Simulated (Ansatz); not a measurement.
Two structures of BH5SO2, closed shell, reached by relaxing down either side of one saddle point (PBE0-D4/def2-TZVP). Energies are electronic, without zero-point energy. Ansatz 0.2.0; basis: def2-TZVPP and def2-QZVPP; cores frozen in the correlated methods. Extrapolation: Hartree–Fock as exp(−7.88 √X), correlation as X^−2.97. First:

```csv
atom,x (Å),y (Å),z (Å)
B1,0.8427,-0.8912,-0.1679
H2,1.1002,-0.7796,0.9952
O3,-0.0834,-0.0549,-0.7035
O4,1.4368,-1.8149,-0.9701
H5,-1.4469,2.9931,1.2392
S6,-2.2629,1.9292,1.2619
H7,-0.2316,-0.2164,-1.6412
H8,2.0755,-2.3635,-0.5118
H9,-1.4306,1.1981,0.4979
```

Second:

```
atom    x (Å)    y (Å)    z (Å)
  B1  -0.4385  -0.5148  -0.3511
  H2   2.1438   1.5542   1.0990
  O3  -0.3616   0.0579  -1.5791
  O4   0.3155  -1.6173  -0.0768
  H5   1.4086   1.4921   1.2163
  S6  -1.5504   0.2033   0.9087
  H7   0.2589  -0.4047  -2.1506
  H8   0.2161  -1.9676   0.8100
  H9  -1.9926   1.1967   0.1236
```

Problem. Which bonds change from the first to the second?

Solution. BH₃O₂ ([OH][BH][OH]) + H₂S → BH₃SO₂ ([OH][B]([OH])[SH]) + H₂; bonds formed: B1–S6, H2–H5; bonds broken: B1–H2, H5–S6.

Problem. Give the saddle point's structure and its height above each. (To be estimated.)

Solution. The calculation gives: 43.45 kcal/mol above the first and 49.78 kcal/mol above the second (CCSD(T) at an estimated basis limit (MP2 extrapolated from triple and quadruple zeta, plus CCSD(T) − MP2 in triple zeta)).
B1  (0.351, -0.143, -0.160)
H2  (1.165, 0.711, 0.510)
O3  (0.277, 0.365, -1.434)
O4  (0.664, -1.467, 0.069)
H5  (0.241, 0.823, 0.910)
S6  (-1.389, 0.419, 1.039)
H7  (-0.022, -0.306, -2.054)
H8  (0.418, -1.814, 0.927)
H9  (-1.704, 1.412, 0.193)
(Å)

No T1 diagnostic of these runs exceeds 0.013.

Labels in which every atom is bracketed show which atoms are joined, not bond orders.

For scale, one of the runs: CCSD(T)/def2-TZVPP, 205 basis functions, launched by `ansatz run in.yaml --threads 4 --pin off --events-out ev --progress --plain --max-ram 9574MiB`. Time: 78 s of wall clock on 4 CPU threads of an AMD EPYC 7R43; the host was shared. Peak host memory: 2.7 GiB.
